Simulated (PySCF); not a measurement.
HISn (SMILES [SnH][I]), singlet, geometry from GFN2-xTB (such geometries of metal compounds can be far from the true shape) (core potentials on I, Sn). Base run: PBE0/def2-SVPD, polarisability (PySCF).

The PySCF input:
```python
from pyscf import gto, scf, dft
from pyscf.prop import polarizability

mol = gto.Mole()
mol.atom = '''
    Sn    0.460831    0.897628    0.926249
    H     0.772074    2.263529   -0.324370
    I    -0.449314   -0.889527   -0.867700
'''
mol.basis = 'def2-svpd'
mol.ecp = {'I': 'def2-svpd', 'Sn': 'def2-svpd'}
mol.charge = 0
mol.spin = 0
mol.verbose = 4
mol.build()

mf = dft.RKS(mol)
mf.xc = 'pbe0'
mf.kernel()
alpha = mf.Polarizability().polarizability()[2, 2]
print('alpha_zz =', alpha)
```

Each row names what was changed in the base input (with any setting that the change needs).

| change | alpha_zz (bohr³) | basis functions | core-seconds (rough) |
|---|---|---|---|
| base | 90.85 | 75 | 20 |
| finite field (a.u.) = 0.05; conv_tol = 1e-11 | 103.80 | 75 | 20 |
| finite field (a.u.) = 0.001; conv_tol = 1e-6 | 90.84 | 75 | 10 |
| finite field (a.u.) = 0.02; conv_tol = 1e-11 | 92.33 | 75 | 20 |
| basis = def2-TZVP | 83.21 | 106 | 30 |
| basis = def2-SVP | ? | ? | 10 |
| functional = pbe | 93.54 | 75 | 20 |
| functional = lda,vwn | ? | 75 | 10 |
| functional = camb3lyp | 89.54 | 75 | 30 |
| basis = STO-3G | 31.55 | 55 | 6 |
| finite field (a.u.) = 2e-4; conv_tol = 1e-11 | 90.85 | 75 | 10 |
| finite field (a.u.) = 0.005; conv_tol = 1e-11 | 90.94 | 75 | 20 |

Some entries are withheld; supply them.


- basis = def2-SVP, alpha_zz (bohr³): 72.81
- basis = def2-SVP, basis functions: 57
- functional = lda,vwn, alpha_zz (bohr³): 93.06

Finite-field rows take the second difference of the energy in a field along z; a small field with loose convergence shows SCF noise divided by the square of the field, and a large one adds hyperpolarisability.
